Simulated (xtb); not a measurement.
A run for xtb: GFN2-xTB on C3H12GaN (a complex).

```
$ xtb mol.xyz --gfn 2 --sp --chrg 0 --uhf 0
17

Ga    -0.74918679     0.40672621     1.71060508
H     -1.49296131     1.74067304     2.13116659
H      0.59104748     0.53920122     0.87650540
H     -1.62811274    -0.89356630     1.49561764
C     -0.97427845    -0.27799240     4.60762566
N      0.11570480    -0.10150212     3.63322971
C      0.87997766    -1.35208443     3.48973272
C      1.00450091     0.99465753     4.05409953
H     -0.57548535    -0.53669553     5.59481237
H     -1.63610817    -1.07187837     4.26702633
H     -1.54480678     0.64585274     4.68026499
H      1.33389371    -1.64223480     4.44382089
H      1.66231808    -1.21220778     2.74632117
H      0.21415595    -2.14382152     3.15194176
H      1.46173168     0.77375015     5.02500255
H      1.78681869     1.12932908     3.30971456
H      0.42965785     1.91574860     4.12780276
```

The head of its log:

```
[...]
           -------------------------------------------------
          |                Calculation Setup                |
           -------------------------------------------------



           -------------------------------------------------
          |                 G F N 2 - x T B                 |
           -------------------------------------------------

        Reference                      10.1021/acs.jctc.8b01176
      * Hamiltonian:
        H0-scaling (s, p, d)           1.850000    2.230000    2.230000
        zeta-weighting                 0.500000
      * Dispersion:
        s8                             2.700000
        a1                             0.520000
        a2                             5.000000
        s9                             5.000000
      * Repulsion:
        kExp                           1.500000    1.000000
        rExp                           1.000000
      * Coulomb:
        alpha                          2.000000
        third order                    shell-resolved
        anisotropic                    true
        a3                             3.000000
        a5                             4.000000
        cn-shift                       1.200000
        cn-exp                         4.000000
        max-rad                        5.000000


          ...................................................
          :                      SETUP                      :
          :.................................................:
          :  # basis functions                  38          :
          :  # atomic orbitals                  37          :
          :  # shells                           23          :
          :  # electrons                        32          :
          :  max. iterations                   250          :
          :  Hamiltonian                  GFN2-xTB          :
          :  restarted?                      false          :
          :  GBSA solvation                  false          :
          :  PC potential                    false          :
          :  electronic temp.          300.0000000     K    :
          :  accuracy                    1.0000000          :
          :  -> integral cutoff          0.2500000E+02      :
          :  -> integral neglect         0.1000000E-07      :
          :  -> SCF convergence          0.1000000E-05 Eh   :
          :  -> wf. convergence          0.1000000E-03 e    :
          :  Broyden damping             0.4000000          :
          :  net charge                          0          :
          :  unpaired electrons                  0          :
          ...................................................

 iter      E             dE          RMSdq      gap      omega  full diag
   1    -16.7026959 -0.167027E+02  0.502E+00    5.86       0.0  T
   2    -16.8470171 -0.144321E+00  0.616E+00    7.04       1.0  T
```

**Question.** Predict the final total energy.

**Answer.** -16.6614 hartree.
